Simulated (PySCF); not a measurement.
Computed IR spectrum (relative IR intensity) of a molecule C2H6AlClO. Geometry optimised at PBE-D3(BJ)/def2-SVP. Other conformers were not sampled. These are PBE-D3(BJ)/def2-SVP run with PySCF values and carry that method's errors. Frequencies are harmonic and unscaled.

Lines under 2 % of the strongest are left out, and lines within 2 cm⁻¹ are merged.

```json
[
 {"ν (cm⁻¹)": "229", "relative intensity": "4.1"},
 {"ν (cm⁻¹)": "448", "relative intensity": "38"},
 {"ν (cm⁻¹)": "497", "relative intensity": "14"},
 {"ν (cm⁻¹)": "630", "relative intensity": "22"},
 {"ν (cm⁻¹)": "716", "relative intensity": "51"},
 {"ν (cm⁻¹)": "923", "relative intensity": "5.7"},
 {"ν (cm⁻¹)": "1073", "relative intensity": "2.5"},
 {"ν (cm⁻¹)": "1130", "relative intensity": "4.4"},
 {"ν (cm⁻¹)": "1177", "relative intensity": "100"},
 {"ν (cm⁻¹)": "1264", "relative intensity": "3.9"},
 {"ν (cm⁻¹)": "1360", "relative intensity": "9.8"},
 {"ν (cm⁻¹)": "1408", "relative intensity": "2.1"},
 {"ν (cm⁻¹)": "1965", "relative intensity": "37"},
 {"ν (cm⁻¹)": "2930", "relative intensity": "24"},
 {"ν (cm⁻¹)": "2967", "relative intensity": "4.1"},
 {"ν (cm⁻¹)": "2979", "relative intensity": "11"},
 {"ν (cm⁻¹)": "3061", "relative intensity": "7.5"},
 {"ν (cm⁻¹)": "3065", "relative intensity": "6.3"}
]
```

### Question
Which molecule gave these data?
A) C[CH2][Al]([OH])[Cl]
B) C[O][Al]([CH3])[Cl]
C) CC[O][AlH][Cl]

### Answer
C, CC[O][AlH][Cl]
